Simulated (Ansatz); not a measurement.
Caution: the restricted solution is unstable towards spin-unrestricted or complex orbitals, so a lower solution exists and this singlet may not be the ground state.  The multiplicity is imposed and other spin states were not computed.

The numbers are results of r2SCAN-D4/def2-SVP (Ansatz, a program for electronic structure), not measurements. No frequencies were computed at this level.

Ansatz 0.2 input:
```yaml
crystal:
  periodic: [false, false, false]
  atoms:
    - { symbol: Zr, position_ang: [-0.134817, 0.104562, -0.295291] }
    - { symbol: O, position_ang: [-1.642609, -0.863499, 0.048674] }
    - { symbol: H, position_ang: [-2.434517, -1.373959, 0.230401] }
    - { symbol: O, position_ang: [1.373701, 1.071116, -0.641148] }
    - { symbol: H, position_ang: [2.163715, 1.584664, -0.821496] }
basis:
  gaussian: { orbitals: def2-svp }
hamiltonian:
  xc: r2scan
  dispersion: d4
relax:
  max_steps: 150
```

Output:

```
Functional definition: r2SCAN
680 factors; their error is unknown
mean field evaluation 1: about -5391.3839 eV, gradient 7.9e1 eV
mean field evaluation 2: about -5207.1904 eV, gradient 2.4e2 eV
mean field evaluation 4: about -5402.0964 eV, gradient 1.4e1 eV
mean field evaluation 8: about -5402.4645 eV, gradient 1.7e-1 eV
mean field evaluation 16: about -5402.4491 eV, gradient 3.7e-5 eV
mean field -5402.44908750 eV, -198.5363420541 hartree, gradient 3.7e-5 eV, S^2 0.000000; 2 other end points of the search recorded, 0 dependent functions left out
reference -5402.44910660 eV, -198.5363427560 hartree; 15, 15 occupied and 54, 54 virtual orbitals, 680 factors
relax step   1: F+E_penalty+E_count = -5402.46515802 eV  Δ(F+E_penalty+E_count) = +0.000e0 eV  max|allowed force component| = 3.157e0 eV/Å  Δτ_max = 0.0000 Å  (61 SCF iters, accepted)
these checks for a lower state are left out or cut short: starts, cluster_reference, orbital_swaps, neighbouring_geometries, increment
680 factors; their error is unknown
mean field evaluation 32: about -5402.8042 eV, gradient 2.6e-5 eV
mean field -5402.80415569 eV, -198.5493905693 hartree, gradient 2.6e-5 eV, S^2 0.000000; 0 other end points of the search recorded, 0 dependent functions left out
reference -5402.80417477 eV, -198.5493912704 hartree; 15, 15 occupied and 54, 54 virtual orbitals, 680 factors
relax step   2: F+E_penalty+E_count = -5402.81954590 eV  Δ(F+E_penalty+E_count) = -3.544e-1 eV  max|allowed force component| = 7.552e-2 eV/Å  Δτ_max = 0.1012 Å  (30 SCF iters, accepted)
these checks for a lower state are left out or cut short: starts, cluster_reference, orbital_swaps, neighbouring_geometries, increment
680 factors; their error is unknown
mean field -5402.80449061 eV, -198.5494028775 hartree, gradient 1.3e-5 eV, S^2 0.000000; 0 other end points of the search recorded, 0 dependent functions left out
reference -5402.80450970 eV, -198.5494035789 hartree; 15, 15 occupied and 54, 54 virtual orbitals, 680 factors
relax step   3: F+E_penalty+E_count = -5402.81989736 eV  Δ(F+E_penalty+E_count) = -3.515e-4 eV  max|allowed force component| = 1.572e-2 eV/Å  Δτ_max = 0.0037 Å  (33 SCF iters, accepted)
these checks for a lower state are left out or cut short: starts, cluster_reference, orbital_swaps, neighbouring_geometries, increment
680 factors; their error is unknown
mean field -5402.80450179 eV, -198.5494032883 hartree, gradient 4.6e-5 eV, S^2 0.000000; 0 other end points of the search recorded, 0 dependent functions left out
reference -5402.80452088 eV, -198.5494039897 hartree; 15, 15 occupied and 54, 54 virtual orbitals, 680 factors
relax step   4: F+E_penalty+E_count = -5402.81990966 eV  Δ(F+E_penalty+E_count) = -1.230e-5 eV  max|allowed force component| = 3.953e-3 eV/Å  Δτ_max = 0.0006 Å  (22 SCF iters, accepted)
these checks for a lower state are left out or cut short: starts, cluster_reference, orbital_swaps, neighbouring_geometries, increment
680 factors; their error is unknown
mean field -5402.80484238 eV, -198.5494158049 hartree, gradient 9.5e-6 eV, S^2 0.000000; 0 other end points of the search recorded, 0 dependent functions left out
reference -5402.80486148 eV, -198.5494165067 hartree; 15, 15 occupied and 54, 54 virtual orbitals, 680 factors
relax step   5: F+E_penalty+E_count = -5402.82024958 eV  Δ(F+E_penalty+E_count) = -3.399e-4 eV  max|allowed force component| = 3.540e-2 eV/Å  Δτ_max = 0.0258 Å  (31 SCF iters, accepted)
these checks for a lower state are left out or cut short: starts, cluster_reference, orbital_swaps, neighbouring_geometries, increment
680 factors; their error is unknown
mean field -5402.80732172 eV, -198.5495069188 hartree, gradient 1.4e-5 eV, S^2 0.000000; 0 other end points of the search recorded, 0 dependent functions left out
reference -5402.80734088 eV, -198.5495076231 hartree; 15, 15 occupied and 54, 54 virtual orbitals, 680 factors
relax step   6: F+E_penalty+E_count = -5402.82273751 eV  Δ(F+E_penalty+E_count) = -2.488e-3 eV  max|allowed force component| = 9.950e-2 eV/Å  Δτ_max = 0.0495 Å  (33 SCF iters, accepted)
these checks for a lower state are left out or cut short: starts, cluster_reference, orbital_swaps, neighbouring_geometries, increment
680 factors; their error is unknown
mean field evaluation 64: about -5402.8432 eV, gradient 1.0e-5 eV
mean field -5402.84317017 eV, -198.5508243250 hartree, gradient 1.0e-5 eV, S^2 0.000000; 0 other end points of the search recorded, 0 dependent functions left out
reference -5402.84318974 eV, -198.5508250443 hartree; 15, 15 occupied and 54, 54 virtual orbitals, 680 factors
relax step   7: F+E_penalty+E_count = -5402.85861633 eV  Δ(F+E_penalty+E_count) = -3.588e-2 eV  max|allowed force component| = 2.058e-1 eV/Å  Δτ_max = 0.2000 Å  (37 SCF iters, accepted)
these checks for a lower state are left out or cut short: starts, cluster_reference, orbital_swaps, neighbouring_geometries, increment
680 factors; their error is unknown
mean field -5402.88250244 eV, -198.5522697592 hartree, gradient 4.2e-6 eV, S^2 0.000000; 0 other end points of the search recorded, 0 dependent functions left out
reference -5402.88252186 eV, -198.5522704732 hartree; 15, 15 occupied and 54, 54 virtual orbitals, 680 factors
relax step   8: F+E_penalty+E_count = -5402.89802429 eV  Δ(F+E_penalty+E_count) = -3.941e-2 eV  max|allowed force component| = 2.029e-1 eV/Å  Δτ_max = 0.1140 Å  (39 SCF iters, accepted)
these checks for a lower state are left out or cut short: starts, cluster_reference, orbital_swaps, neighbouring_geometries, increment
680 factors; their error is unknown
mean field -5402.94423554 eV, -198.5545384090 hartree, gradient 6.6e-6 eV, S^2 0.000000; 0 other end points of the search recorded, 0 dependent functions left out
reference -5402.94425463 eV, -198.5545391105 hartree; 15, 15 occupied and 54, 54 virtual orbitals, 680 factors
relax step   9: F+E_penalty+E_count = -5402.95986250 eV  Δ(F+E_penalty+E_count) = -6.184e-2 eV  max|allowed force component| = 2.556e-1 eV/Å  Δτ_max = 0.1430 Å  (39 SCF iters, accepted)
these checks for a lower state are left out or cut short: starts, cluster_reference, orbital_swaps, neighbouring_geometries, increment
680 factors; their error is unknown
mean field -5403.02550694 eV, -198.5575250780 hartree, gradient 7.9e-6 eV, S^2 0.000000; 0 other end points of the search recorded, 0 dependent functions left out
reference -5403.02552586 eV, -198.5575257733 hartree; 15, 15 occupied and 54, 54 virtual orbitals, 680 factors
relax step  10: F+E_penalty+E_count = -5403.04130709 eV  Δ(F+E_penalty+E_count) = -8.144e-2 eV  max|allowed force component| = 3.541e-1 eV/Å  Δτ_max = 0.1656 Å  (38 SCF iters, accepted)
these checks for a lower state are left out or cut short: starts, cluster_reference, orbital_swaps, neighbouring_geometries, increment
680 factors; their error is unknown
mean field evaluation 96: about -5403.1073 eV, gradient 2.0e-5 eV
mean field -5403.10731133 eV, -198.5605313337 hartree, gradient 2.0e-5 eV, S^2 0.000000; 0 other end points of the search recorded, 0 dependent functions left out
reference -5403.10733042 eV, -198.5605320353 hartree; 15, 15 occupied and 54, 54 virtual orbitals, 680 factors
relax step  11: F+E_penalty+E_count = -5403.12338727 eV  Δ(F+E_penalty+E_count) = -8.208e-2 eV  max|allowed force component| = 7.564e-1 eV/Å  Δτ_max = 0.1954 Å  (38 SCF iters, accepted)
these checks for a lower state are left out or cut short: starts, cluster_reference, orbital_swaps, neighbouring_geometries, increment
680 factors; their error is unknown
mean field -5403.12412063 eV, -198.5611490641 hartree, gradient 2.0e-5 eV, S^2 0.000000; 0 other end points of the search recorded, 0 dependent functions left out
reference -5403.12413971 eV, -198.5611497653 hartree; 15, 15 occupied and 54, 54 virtual orbitals, 680 factors
relax step  12: F+E_penalty+E_count = -5403.14024428 eV  Δ(F+E_penalty+E_count) = -1.686e-2 eV  max|allowed force component| = 5.982e-1 eV/Å  Δτ_max = 0.0312 Å  (33 SCF iters, accepted)
these checks for a lower state are left out or cut short: starts, cluster_reference, orbital_swaps, neighbouring_geometries, increment
680 factors; their error is unknown
mean field -5403.17022797 eV, -198.5628434777 hartree, gradient 1.6e-5 eV, S^2 0.000000; 0 other end points of the search recorded, 0 dependent functions left out
reference -5403.17024723 eV, -198.5628441853 hartree; 15, 15 occupied and 54, 54 virtual orbitals, 680 factors
relax step  13: F+E_penalty+E_count = -5403.18663045 eV  Δ(F+E_penalty+E_count) = -4.639e-2 eV  max|allowed force component| = 5.885e-1 eV/Å  Δτ_max = 0.1933 Å  (38 SCF iters, accepted)
these checks for a lower state are left out or cut short: starts, cluster_reference, orbital_swaps, neighbouring_geometries, increment
680 factors; their error is unknown
mean field -5403.18629124 eV, -198.5634337919 hartree, gradient 1.8e-5 eV, S^2 0.000000; 0 other end points of the search recorded, 0 dependent functions left out
reference -5403.18631038 eV, -198.5634344954 hartree; 15, 15 occupied and 54, 54 virtual orbitals, 680 factors
relax step  14: F+E_penalty+E_count = -5403.20283257 eV  Δ(F+E_penalty+E_count) = -1.620e-2 eV  max|allowed force component| = 4.170e-1 eV/Å  Δτ_max = 0.1050 Å  (32 SCF iters, accepted)
these checks for a lower state are left out or cut short: starts, cluster_reference, orbital_swaps, neighbouring_geometries, increment
680 factors; their error is unknown
mean field -5403.18856558 eV, -198.5635173722 hartree, gradient 1.4e-5 eV, S^2 0.000000; 0 other end points of the search recorded, 0 dependent functions left out
reference -5403.18858477 eV, -198.5635180777 hartree; 15, 15 occupied and 54, 54 virtual orbitals, 680 factors
relax step  15: F+E_penalty+E_count = -5403.20513922 eV  Δ(F+E_penalty+E_count) = -2.307e-3 eV  max|allowed force component| = 6.783e-2 eV/Å  Δτ_max = 0.0370 Å  (33 SCF iters, accepted)
these checks for a lower state are left out or cut short: starts, cluster_reference, orbital_swaps, neighbouring_geometries, increment
680 factors; their error is unknown
mean field evaluation 128: about -5403.2059 eV, gradient 1.4e-3 eV
mean field -5403.18893071 eV, -198.5635307906 hartree, gradient 1.5e-5 eV, S^2 0.000000; 0 other end points of the search recorded, 0 dependent functions left out
reference -5403.18894984 eV, -198.5635314937 hartree; 15, 15 occupied and 54, 54 virtual orbitals, 680 factors
relax step  16: F+E_penalty+E_count = -5403.20550721 eV  Δ(F+E_penalty+E_count) = -3.680e-4 eV  max|allowed force component| = 2.739e-2 eV/Å  Δτ_max = 0.0044 Å  (34 SCF iters, accepted)
these checks for a lower state are left out or cut short: starts, cluster_reference, orbital_swaps, neighbouring_geometries, increment
680 factors; their error is unknown
mean field -5403.18909718 eV, -198.5635369082 hartree, gradient 1.5e-5 eV, S^2 0.000000; 0 other end points of the search recorded, 0 dependent functions left out
reference -5403.18911628 eV, -198.5635376102 hartree; 15, 15 occupied and 54, 54 virtual orbitals, 680 factors
relax step  17: F+E_penalty+E_count = -5403.20567455 eV  Δ(F+E_penalty+E_count) = -1.673e-4 eV  max|allowed force component| = 4.076e-3 eV/Å  Δτ_max = 0.0140 Å  (34 SCF iters, accepted)
680 factors; their error is unknown
mean field evaluation 160: about -5403.1891 eV, gradient 1.1e-5 eV
mean field -5403.18909718 eV, -198.5635369082 hartree, gradient 3.1e-5 eV, S^2 0.000000; 3 other end points of the search recorded, 0 dependent functions left out
reference -5403.18911628 eV, -198.5635376102 hartree; 15, 15 occupied and 54, 54 virtual orbitals, 680 factors
Total energy: -5403.20569365 eV, -198.5641468174 hartree
Atom 0 at     0.483487    -0.796995    -0.127139 Å, force     0.000008    -0.000016     0.000041 eV/Å
Atom 1 at    -1.397704    -0.840674     0.024692 Å, force    -0.004076     0.000106     0.000256 eV/Å
Atom 2 at    -2.297930    -0.503460     0.011817 Å, force     0.003432    -0.000722    -0.000075 eV/Å
Atom 3 at     1.255326     0.864835    -0.581671 Å, force     0.000667     0.003672    -0.000988 eV/Å
Atom 4 at     1.282293     1.799178    -0.806559 Å, force    -0.000031    -0.003040     0.000765 eV/Å
Dipole moment:    -0.299165     0.435634    -0.081465 e Å
```

Cost: very roughly 50 core-seconds.
